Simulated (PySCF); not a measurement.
CH₃F₃Si.
Numbering: `[F:1][C:2]([F:3])([F:4])[SiH3:5]` (hydrogens: H6, H7, H8 on Si5)

Method: PBE0-D3(BJ)/def2-SVP geometry optimisation, gas phase in PySCF 2.14.0; density fitting, grid level 1; the optimiser is geomeTRIC in internal coordinates, started from a GFN2-xTB structure with every atom displaced at random (about 0.01 Å).

Step 0: E = -17091.9854 eV
```
atom  x, y, z in Å  |  force x, y, z in eV/Å
F1      1.3235   -0.2933   -1.3589   -0.551   0.323   0.270
C2      0.8967   -0.1386   -0.0792    1.255  -0.619  -0.387
F3      1.6066    0.8778    0.4346   -0.275   0.154   0.002
F4      1.3464   -1.2510    0.5495   -0.626   0.258   0.116
Si5    -1.0219    0.1502    0.0715    1.368   0.025   0.007
H6     -1.2683    1.3925   -0.6602   -0.272   0.367  -0.227
H7     -1.6039   -1.0334   -0.5220   -0.570  -0.568  -0.299
H8     -1.2296    0.2745    1.5099   -0.329   0.058   0.517
```

Step 1: E = -17092.0542 eV
```
atom  x, y, z in Å  |  force x, y, z in eV/Å
F1      1.2007   -0.2197   -1.3672    0.362  -0.110  -0.201
C2      0.9545   -0.1256   -0.0520   -0.756   0.067  -0.071
F3      1.7279    0.8414    0.4359    0.169   0.049   0.125
F4      1.3099   -1.2818    0.5171    0.268  -0.052   0.069
Si5    -0.9521    0.1608    0.1072    0.043  -0.076  -0.127
H6     -1.2884    1.3572   -0.7096   -0.016   0.057   0.051
H7     -1.5314   -1.0664   -0.5075   -0.086   0.039   0.056
H8     -1.3717    0.3128    1.5214    0.016   0.025   0.099
```

Task: Estimate the geometry and energy of step 2. (The exact step hangs on the optimiser's Hessian estimate; all steps are aligned on step 1, rigid shifts and turns removed.)

Result: E = -17092.0772 eV, largest force 0.273 eV/Å
```
atom  x, y, z in Å  |  force x, y, z in eV/Å
F1      1.2602   -0.2337   -1.3701   -0.013  -0.014   0.010
C2      0.9475   -0.1301   -0.0645    0.091  -0.117  -0.184
F3      1.7108    0.8401    0.4415   -0.073   0.244   0.096
F4      1.3355   -1.2698    0.5230   -0.093  -0.119   0.061
Si5    -0.9626    0.1552    0.0953    0.047  -0.041  -0.054
H6     -1.3052    1.3661   -0.6993    0.016   0.021   0.036
H7     -1.5842   -1.0578   -0.5036   -0.033   0.018   0.024
H8     -1.3525    0.3088    1.5231    0.059   0.007   0.009
```

The energy changes by -0.0230 eV. The first-order estimate −F·Δx gives -0.0423 eV and the mean of the old and new forces, exact on a quadratic surface, -0.0228 eV. The step makes an angle of 63° with the force vector and moves no atom by more than 0.061 Å.

What follows is the cost of the whole optimisation. On one thread of an AMD EPYC 9R45, shared host, this took 16 s of wall time and 0.38 GiB of memory at its peak.
